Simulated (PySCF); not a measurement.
CH7ClFNSi2. Atoms are numbered in the order given.

```xyz
13

C      1.7481    -0.6976    -0.7840
Si     0.4639     0.3068     0.0821
F      0.5580     1.8265    -0.4839
Cl     0.8655     0.4561     2.1008
N     -1.1295    -0.3073    -0.0637
Si    -1.9119    -1.0969    -1.4112
H      1.7593    -1.7291    -0.4029
H      2.7409    -0.2532    -0.6200
H      1.5613    -0.7259    -1.8682
H     -1.7270    -0.0959     0.7330
H     -0.8895    -1.2493    -2.4861
H     -2.4282    -2.4457    -1.0265
H     -3.0613    -0.2961    -1.9313
```

Coordinates come from a PBE0-D3(BJ)/def2-SVP optimisation. The structure was generated by enumeration; whether it is a known compound was not checked. Other conformers were not sampled.

All values below come from PBE/pcSseg-1 run with PySCF.

GIAO shieldings, no solvent; atoms alike by connectivity are averaged. δ = σ(ref) − σ: ¹³C against TMS (σ = 182.0 ppm); ²⁹Si against TMS (σ = 335.4 ppm); ¹⁹F against CFCl3 (σ = 133.6 ppm); ³⁵Cl against HCl (σ = 936.5 ppm); ¹⁵N against NH3 (σ = 267.0 ppm); ¹H against TMS (σ = 31.49 ppm), references at their B3LYP-D3(BJ)/def2-TZVP geometries, non-relativistic (without spin–orbit terms, shifts of atoms bonded to Cl or Br come out too high).

```csv
nucleus,atoms,count,δ (ppm)
¹³C,C1,1,0.7
²⁹Si,Si2,1,3.3
²⁹Si,Si6,1,-57.9
¹⁹F,F3,1,-129.8
³⁵Cl,Cl4,1,81.1
¹⁵N,N5,1,46.4
¹H,"H11, H12, H13",3,5.07
¹H,H10,1,0.89
¹H,"H7, H8, H9",3,0.75
```
